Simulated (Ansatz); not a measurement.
Reaction (β-hydride elimination): `CO[SiH2][SiH2]Cl` → `[SiH3][SiH2]Cl` + `C=O`

Computed with Ansatz on PBE0-D4/def2-TZVP structures; ΔE is electronic, products minus reactants. CCSD(T)/CBS adds triple-zeta CCSD(T) − MP2 to the extrapolated MP2 energy (def2 sets, frozen cores). This one scheme is used for every species. Functionals use def2-TZVPP. B3LYP here is the variant with VWN-RPA as its local correlation; programs differ in this. One conformer a species, not always the lowest.

`CO[SiH2][SiH2]Cl`:

```xyz
12

C     1.402    0.795    1.696
O     0.559    0.757    0.566
Si   -0.116   -0.635    0.006
Si   -1.391   -0.058   -1.868
Cl   -2.227   -1.813   -2.570
H     2.297    0.181    1.547
H     0.882    0.444    2.595
H     1.713    1.829    1.856
H    -0.980   -1.270    1.044
H     0.932   -1.629   -0.368
H    -2.499    0.875   -1.542
H    -0.572    0.524   -2.961
```

`[SiH3][SiH2]Cl`:

```xyz
8

Si    0.419    1.128   -0.073
Si   -0.297   -1.083    0.182
Cl   -1.762   -1.470   -1.220
H     1.478    1.428    0.928
H    -0.728    2.049    0.136
H     0.967    1.320   -1.440
H     0.807   -2.051   -0.038
H    -0.883   -1.322    1.526
```

`C=O`:

```xyz
4

C     0.001   -0.002   -0.004
O    -0.262    0.553    1.021
H    -0.666   -0.770   -0.445
H     0.928    0.219   -0.572
```

Question: Is it downhill or uphill in electronic energy at CCSD(T)/CBS, and by how much? (Estimate.)

Answer: Computed: Uphill: ΔE = +1.94 eV.

Question: What do these levels give: PBE-D4, CAM-B3LYP-D4, PBE-QIDH, PBE0, B3LYP, HF/def2-SVP? (Best estimate.)

Answer: Ansatz gave: PBE-D4 1.83, CAM-B3LYP-D4 1.99, PBE-QIDH 2.04, PBE0 1.92, B3LYP 1.75, HF/def2-SVP 1.66 eV.

Question: What do rigid-rotor, harmonic-oscillator terms from PBE0-D4/def2-TZVP frequencies (298.15 K, 1 bar) make of the CCSD(T)/CBS value? (An estimate is asked.)

Answer: The calculation gave: ΔZPE = -0.23 eV, ΔH = +1.74 eV, ΔS = 145 J/(mol·K), ΔG = +1.29 eV. Modes under 50 cm⁻¹ make the entropy rough.

Largest T1 diagnostic among the species: 0.015.

From PBE to PBE0 (25 % exact exchange), in def2-TZVPP and without D4, ΔE moves by +0.16 eV. At CCSD(T), def2-SVP lies −0.38 eV from the extrapolated value and def2-TZVPP −0.08 eV. The D4 term adds +0.12 eV with B3LYP and +0.07 eV with PBE0; it sums over pairs of atoms, weighted by their polarisabilities, and B3LYP, whose exchange is more repulsive, gets the larger term.
